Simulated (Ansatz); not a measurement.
A single point on CH$_{5}$FGaNSi (`F[SiH]1[CH2][GaH][NH]1`).

```yaml
crystal:
  periodic: [false, false, false]
  atoms:
    - {symbol: F, position_ang: [0.442142, -0.140230, -2.352018]}
    - {symbol: Si, position_ang: [-0.425247, 0.027458, -1.012276]}
    - {symbol: C, position_ang: [0.042513, -1.212561, 0.302997]}
    - {symbol: Ga, position_ang: [0.570760, 0.372687, 1.387352]}
    - {symbol: N, position_ang: [0.032861, 1.387957, -0.075001]}
    - {symbol: H, position_ang: [-1.833803, 0.031999, -1.483165]}
    - {symbol: H, position_ang: [-0.772832, -1.802018, 0.725491]}
    - {symbol: H, position_ang: [0.855619, -1.887827, 0.032226]}
    - {symbol: H, position_ang: [1.105968, 0.852246, 2.760938]}
    - {symbol: H, position_ang: [-0.017981, 2.370288, -0.286534]}
basis:
  gaussian: {orbitals: def2-TZVPP}
hamiltonian: {xc: pbe}
correlation: {method: rpa}
```

```sh
$ ansatz run in.yaml --threads 4 --pin off --events-out ev --progress --plain --max-ram 10444MiB
```

Shortened log:

```
Functional definition: PBE
1529 factors; integrals over basis functions are off by at most 1.0e-3 eV
mean field evaluation 1: about -65546.4693 eV, gradient 1.1e2 eV
mean field evaluation 2: about -65546.4637 eV, gradient 1.1e2 eV
mean field evaluation 4: about -65562.7783 eV, gradient 4.5e1 eV
mean field evaluation 8: about -65568.5966 eV, gradient 4.9e-1 eV
mean field evaluation 16: about -65568.5964 eV, gradient 2.1e-3 eV
mean field -65568.59640658 eV, -2409.6014739509 hartree, gradient 3.3e-6 eV, S^2 0.000000; 0 other end points of the search recorded, 0 dependent functions left out
17 core orbitals not correlated: weight in the atoms' cores, before any rotation towards them, 1.000 or more for the frozen orbitals, at most 0.000 for the correlated occupied ones
reference -65497.16574214 eV, -2406.9764454503 hartree; 19, 19 occupied and 217, 217 virtual orbitals, 1529 factors
Total energy: -65539.06734029 eV, -2408.5163007801 hartree
```

Hardware: 4 threads of an Arm Neoverse V2 on a shared host. Wall time 6.5 s, peak host memory 0.71 GiB.
